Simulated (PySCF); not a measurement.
Delta-SCF ions had no search for a lower state. Excitations are Tamm–Dancoff values on a coarser integration grid. The basis has no diffuse functions, so Rydberg states are missing or too high.

Cartesian coordinates (Å):
```xyz
13

N     -0.1824     0.5621     1.6114
Si     0.0000     0.0000     0.0000
N     -0.8092    -1.4852    -0.2925
N      1.6243    -0.3824    -0.4017
N     -0.6328     1.3055    -0.9172
H     -1.0542     0.9739     1.9024
H      0.2626     0.0715     2.3694
H     -0.6330    -1.9920    -1.1448
H     -1.7574    -1.6124     0.0206
H      2.3077     0.3515    -0.4893
H      2.0398    -1.2311    -0.0533
H     -0.3526     2.2491    -0.7042
H     -0.8130     1.1894    -1.9007
```
Charge 0, spin multiplicity 1.

### Question
Estimate the T1 excitation (TDA), dipole moment, HOMO–LUMO gap, HOMO, S1 excitation (TDA), S1–T1 gap (TDA), brightest of the four lowest singlets (TDA) and vertical ionisation energy (Delta-SCF) that M06-2X/def2-TZVP // PBE0-D3(BJ)/def2-TZVP (PySCF) returns for this input.

### Answer

```
Item                                            Value
-------------------------------------------  --------
T1 excitation (TDA)                           6.36 eV
dipole moment                                  0.00 D
HOMO–LUMO gap                                 9.59 eV
HOMO                                         -8.21 eV
S1 excitation (TDA)                           6.64 eV
S1–T1 gap (TDA)                               0.28 eV
brightest of the four lowest singlets (TDA)   7.14 eV
vertical ionisation energy (Delta-SCF)        9.23 eV
```
